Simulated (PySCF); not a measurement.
## Dipole response of F⁺ (fluorine, charge +1)

[He] 2s2 2p4, high-spin 3P determinant. All numbers are calculated (PySCF 2.14, the spin-free X2C one-electron Hamiltonian (Gaussian nucleus), in aug-cc-pVTZ-DK). Coupled (time-dependent) response in atomic units; α is the mean over directions.

| method | mean α (bohr³) | α xx, yy, zz | C₆ (like pair) | S(−4) |
| --- | --- | --- | --- | --- |
| UHF | 1.722 | 1.795, 1.576, 1.795 | 3.166 | 1.231 |
| PBE | 1.873 | 1.919, 1.782, 1.919 | 3.548 | 1.476 |
| PBE0 | 1.819 | 1.873, 1.711, 1.873 | 3.413 | 1.376 |
| M06-L | 1.862 | 1.930, 1.726, 1.930 | 3.511 | 1.526 |

S(−4) is the Cauchy moment in α(ω) = α(0) + S(−4) ω² + …

α(iu) at UHF:

| u (hartree) | α(iu) (bohr³) |
| --- | --- |
| 0 | 1.722 |
| 0.0500 | 1.719 |
| 0.100 | 1.710 |
| 0.200 | 1.675 |
| 0.300 | 1.622 |
| 0.500 | 1.481 |
| 0.750 | 1.286 |
| 1.00 | 1.104 |
| 1.50 | 0.8127 |
| 2.00 | 0.6107 |
| 3.00 | 0.3728 |
| 5.00 | 0.1762 |

For an ion, C₆ is the dispersion term alone; charge-induced terms of lower order in 1/R come first.

The components differ because the open shell of this determinant is not spherical; for a pure term their mean is the scalar polarisability.
